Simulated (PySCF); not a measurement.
C4H9GaSi.
SMILES with atom numbers: `[CH:1]#[C:2][GaH:3][CH2:4][CH2:5][SiH3:6]` (hydrogens: H7 on C1; H8 on Ga3; H9, H10 on C4; H11, H12 on C5; H13, H14, H15 on Si6)

Structure used (PBE0-D3(BJ)/def2-SVP), in Å, numbered top down from 1:
```xyz
15
C4H9GaSi angstrom
C      4.3958    0.5306   -0.3909
C      3.3265    0.4075    0.1852
Ga     1.6312    0.2112    1.0732
C      0.0157   -0.0009   -0.0351
C     -1.3054   -0.1558    0.7241
Si    -2.8023   -0.3458   -0.4129
H      5.3388    0.6383   -0.8980
H      1.6099    0.2308    2.6406
H      0.1986   -0.8644   -0.7010
H     -0.0150    0.8685   -0.7177
H     -1.4885    0.7105    1.3835
H     -1.2765   -1.0305    1.3972
H     -2.9314    0.8566   -1.2953
H     -2.6333   -1.5485   -1.2877
H     -4.0683   -0.5002    0.3705
```

Computed, not measured: PySCF 2.14.0, PBE0-D3(BJ)/def2-SVP geometry optimisation, gas phase.

Take the most abundant isotopes and a rigid rotor. The values belong to one conformer with, in the numbering `[CH:1]#[C:2][GaH:3][CH2:4][CH2:5][SiH3:6]`, C2–Ga3–C4–C5 180°, Ga3–C4–C5–Si6 180°.

Question: Give the principal moments of inertia and the rotational constants in MHz.

Answer: Ia = 74.54, Ib = 810.22, Ic = 872.67 u·Å²; 505379 MHz·u·Å²/I gives A = 6780, B = 623.8, C = 579.1 MHz.

Question: What kind of rotor is it?

Answer: A near-prolate asymmetric top; Ray's κ = -0.986.

Question: What does the inertial defect say?

Answer: Not planar: Δ = Ic − Ia − Ib = -12.09 u·Å². For a rigid frame Δ = −2 Σ m c², so Σ m c² = 6.05 u·Å² lies off the ab plane, practically all of it from hydrogen. The atom farthest from that plane is 1.22 Å away.

Question: Give the other two planar moments, Paa and Pbb, and the rms extents of the mass along the axes.

Answer: Paa = Σ m a² = (Ib + Ic − Ia)/2 = 804.17 and Pbb = Σ m b² = (Ia + Ic − Ib)/2 = 68.50 u·Å². With the mass M = 153.97 u, the rms extents √(P/M) along a, b and c are 2.29, 0.67, 0.20 Å.

Question: Predict some low-J microwave lines.

Answer: The dipole components are |μa| = 0.31 D, |μb| = 0.08 D, |μc| = 0.00 D; the mirror of this Cs structure is the ab plane, so μc vanishes by symmetry (the 0.01 D computed is a residue) and there are no c-type lines. The squared components, which scale the intensities, stand as 1.00 : 0.07 (a : b). Some lines, for components of 0.1 D or more:

```
type  branch         J(Ka,Kc)   MHz  lower level (cm⁻¹)
   a       Q  4(1,3) ← 4(1,4)   446               0.600
   a       R  1(0,1) ← 0(0,0)  1203               0.000
   a       R  2(1,2) ← 1(1,1)  2361               0.245
   a       R  2(0,2) ← 1(0,1)  2406               0.040
   a       R  2(1,1) ← 1(1,0)  2450               0.247
   a       R  3(1,3) ← 2(1,2)  3542               0.324
   a       R  3(0,3) ← 2(0,2)  3608               0.120
   a       R  3(2,2) ← 2(2,1)  3609               0.945
   a       R  3(2,1) ← 2(2,0)  3610               0.945
   a       R  3(1,2) ← 2(1,1)  3675               0.329
   a       R  4(1,4) ← 3(1,3)  4722               0.442
   a       R  4(0,4) ← 3(0,3)  4809               0.241
   a       R  4(2,3) ← 3(2,2)  4811               1.065
   a       R  4(3,2) ← 3(3,1)  4812               2.095
   a       R  4(3,1) ← 3(3,0)  4812               2.095
   a       R  4(2,2) ← 3(2,1)  4814               1.065
   a       R  4(1,3) ← 3(1,2)  4900               0.451
```

Question: Estimate the classical rotational partition function at 10 K, 200 K and 500 K.

Answer: Point group Cs, symmetry number σ = 1; q = (√π/σ)·√((kT/h)³/(ABC)), k/h = 20836.6 MHz/K: 3410 at 10 K, 305000 at 200 K, 1200000 at 500 K.

Whether it is a minimum is left open (no frequencies). These are rigid-rotor constants of the computed structure; measured ground-state constants (B0) also hold zero-point vibration. A rigid rotor knows nothing of internal rotation, which can split or shift real lines. Quadrupole hyperfine structure (69Ga) is left out.

Time: 53 s of wall time; peak memory 0.67 GiB. Hardware: an Arm Neoverse V2 with one thread, no GPU, shared host with 96 logical CPUs at a one-minute load of 67. This is the geometry optimisation.
